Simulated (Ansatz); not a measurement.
```yaml
crystal:
  periodic: [false, false, false]
  atoms:
    - {symbol: Cl, position_ang: [0.393259, 0.140340, 2.334853]}
    - {symbol: Se, position_ang: [-1.102778, -0.148010, 0.767158]}
    - {symbol: Se, position_ang: [-0.249327, 0.780426, -1.074856]}
    - {symbol: Cl, position_ang: [0.958846, -0.772766, -2.027155]}
basis:
  gaussian: {orbitals: cc-pVTZ}
hamiltonian: {xc: {name: PBE-QIDH}}
```

```sh
$ ansatz run in.yaml --threads 2 --pin off --events-out ev --progress --plain --max-ram 22528MiB --backend cpu
```

Output, abridged:

```
Functional definition: PBE-QIDH
  name "PBE-QIDH"
  cite "Brémond, Sancho-García, Pérez-Jiménez & Adamo, J. Chem. Phys. 141, 031101 (2014) doi:10.1063/1.4890314"
  cite "Perdew, Burke & Ernzerhof, Phys. Rev. Lett. 77, 3865 (1996) doi:10.1103/PhysRevLett.77.3865"
  parameter a = 3^(-1/3)
  parameter c = 1/3
  exchange = (1 - a)*pbe_x + a*exact_x
  correlation = (1 - c)*pbe_c + c*(mp2_os + mp2_ss)
973 factors; integrals over basis functions are off by at most 5.7e-4 eV
mean field evaluation 1: about -155692.6397 eV, gradient 1.8e1 eV
mean field evaluation 2: about -155692.8807 eV, gradient 1.9e1 eV
mean field evaluation 4: about -155694.0661 eV, gradient 1.6e0 eV
mean field evaluation 8: about -155694.0948 eV, gradient 2.0e-1 eV
mean field evaluation 16: about -155694.0952 eV, gradient 3.3e-4 eV
mean field -155694.09524621 eV, -5721.6524670500 hartree, gradient 4.7e-6 eV, S^2 0.000000; 0 other end points of the search recorded, 0 dependent functions left out
28 core orbitals not correlated: weight in the atoms' cores, before any rotation towards them, 1.000 or more for the frozen orbitals, at most 0.000 for the correlated occupied ones
reference -155694.09525693 eV, -5721.6524674439 hartree; 23, 23 occupied and 103, 103 virtual orbitals, 973 factors
second order -24.96953457 eV of doubles, -0.00000000 eV of singles
Total energy: -155702.41843511 eV, -5721.9583386007 hartree
```

Run time 5 s (2 threads of an AMD EPYC 7R13 on a shared host); peak host memory 0.43 GiB.
